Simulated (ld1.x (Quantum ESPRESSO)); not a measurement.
**Transferability test, RRKJ potential for germanium**

- Element: germanium (Ge)
- Generator: ld1.x (Quantum ESPRESSO) 7.5
- Type: norm-conserving RRKJ (Kleinman–Bylander form)
- Functional: PBEsol
- Relativity: fully relativistic
- Frozen core: [Ar]
- Valence charge: 14
- Reference configuration: 3d10 4s2 4p2
- Partial waves: 4p (bound): rc 2.20 bohr; 3d (bound): rc 1.15 bohr; 4s (bound): rc 1.85 bohr
- Local potential: the s channel
- Core correction: a·sin(br)/r model core inside 1.20 bohr
- rho0: 0.01

Open shells are filled in proportion to 2j + 1 (rel_dist='average').

Energies are relative to the spin-unpolarised reference configuration 3d10 4s2 4p2; without spin polarisation the order of configurations can differ from experiment. The frozen-core shift is the all-electron ΔE with the core orbitals held at their reference shape minus the fully relaxed ΔE.

```tsv
valence configuration	charge	ΔE all-electron (eV)	error AE − PS (meV)	frozen-core shift (meV)
3d10 4s2 4p1	+1	7.455	+0.1	+0.1
3d10 4s2 4p0	+2	22.907	+3.7	+0.6
3d9 4s2 4p2	+1	38.688	-579	+285
3d10 4s1 4p2	+1	16.181	-4.8	+0.7
3d10 4s2 4p2.3	-0.3	-0.884	0.0	0.0
```

Problem. What are ΔE and the potential's error for 3d10 4s1 4p3?

Solution. ΔE = 7.978 eV all-electron; the error (AE − PS) is -5.4 meV.

Problem. What are ΔE and the potential's error for 3d10 4s1 4p0?

Solution. ΔE = 57.695 eV all-electron; the error (AE − PS) is +6.6 meV.
